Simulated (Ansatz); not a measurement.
Basis sets compared for N-butyl-N-methylpyrrolidinium dicyanamide (C11H20N4). Total charge 0; singlet. Geometry PBE-D4/def2-SVP. Ansatz on 2 threads of AMD EPYC 7R13 on a shared host and a share (18 GiB) of an NVIDIA H100 80GB HBM3; times are rough, and most runs start from earlier orbitals.

Cartesian coordinates in Å:
```
C 4.163 0.648 0.878
C 2.958 0.330 -0.008
C 1.631 0.329 0.767
C 0.482 -0.019 -0.169
N -0.910 -0.006 0.447
C -0.991 -1.014 1.559
C -1.952 -0.378 -0.630
C -3.150 0.510 -0.335
C -2.474 1.835 0.030
C -1.315 1.397 0.926
H 4.069 1.648 1.352
H 5.104 0.643 0.293
H 4.275 -0.098 1.694
H 2.894 1.063 -0.842
H 3.094 -0.661 -0.493
H 1.487 1.326 1.241
H 1.700 -0.409 1.595
H 0.608 -1.049 -0.552
H 0.441 0.652 -1.050
H -0.693 -2.000 1.137
H -2.035 -1.051 1.919
H -0.327 -0.702 2.384
H -1.505 -0.128 -1.616
H -2.108 -1.471 -0.584
H -3.758 0.123 0.511
H -3.814 0.585 -1.216
H -2.089 2.327 -0.887
H -3.136 2.555 0.548
H -1.625 1.306 1.984
H -0.433 2.059 0.882
N -0.355 -3.333 -0.551
C -0.145 -2.973 -1.669
N 0.088 -2.581 -2.893
C -0.032 -1.309 -3.193
N -0.146 -0.155 -3.463
```

Single mean-field runs in def2-TZVP are fitted with def2-universal-jkfit.

Binding counts from free atoms (C triplet, N quartet, H doublet) in the same basis, without a counterpoise term.

```json
{"level": "PBE-D4/def2-SVP", "functions": "310", "energy (Eh)": "-648.8713", "HOMO (eV)": "-4.30", "LUMO (eV)": "-0.44", "binding per atom (eV)": "4.49", "wall time": "4.4 s"}
{"level": "PBE0-D4/def2-SVP", "functions": "310", "energy (Eh)": "-648.9347", "HOMO (eV)": "-5.54", "LUMO (eV)": "0.42", "binding per atom (eV)": "4.39", "wall time": "7 s"}
```

Q: Estimate the rows for PBE-D4/def2-TZVP (with forces), PBE0-D4/def2-TZVP.

A: 
```json
{"level": "PBE-D4/def2-TZVP (with forces)", "functions": "585", "energy (Eh)": "-649.5828", "HOMO (eV)": "-4.60", "LUMO (eV)": "-0.80", "binding per atom (eV)": "4.44", "wall time": "6 s"}
{"level": "PBE0-D4/def2-TZVP", "functions": "585", "energy (Eh)": "-649.6357", "HOMO (eV)": "-5.76", "LUMO (eV)": "0.00", "binding per atom (eV)": "4.34", "wall time": "4.9 s"}
```
